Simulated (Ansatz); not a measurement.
# Worked example: C2H6F2Sn → SnF2 + C2H6

Species: C2H6F2Sn `C[CH2][SnH]([F])[F]`, singlet; SnF2 `[F][Sn][F]`, singlet; C2H6 (ethane) `CC`, singlet. 

Shapes, held fixed at every level: PBE0-D4/def2-TZVP. Flexible molecules stand in one conformer, not always the lowest. Programs: Ansatz 0.2.0. The zero-point and thermal change to 298 K, harmonic and unscaled (PBE0-D4/def2-TZVP), is +5.8 kJ/mol.

At CCSD(T)/def2-TZVPP; 1 Eh = 2625.50 kJ/mol:

```
 species  energy (Eh)
C2H6F2Sn  -492.881301
    SnF2  -413.226970
    C2H6   -79.675440
```

Work out ΔH(298 K) of the reaction at this level.


1. Products less reactants: (-413.226970) + (-79.675440) − [(-492.881301)] = -0.021109 Eh = -55.4 kJ/mol.
2. With the thermal change: -55.4 + (+5.8) = -49.6 kJ/mol.

Other levels give -71.8 (PBE-D4/def2-TZVPP) to -53.4 kJ/mol (CCSD/def2-TZVPP). No measured value is set beside it here. For atoms past krypton def2 sets carry core potentials with scalar relativity. Correlated rows may include outer-core shells of Sn, which these sets cover unevenly.
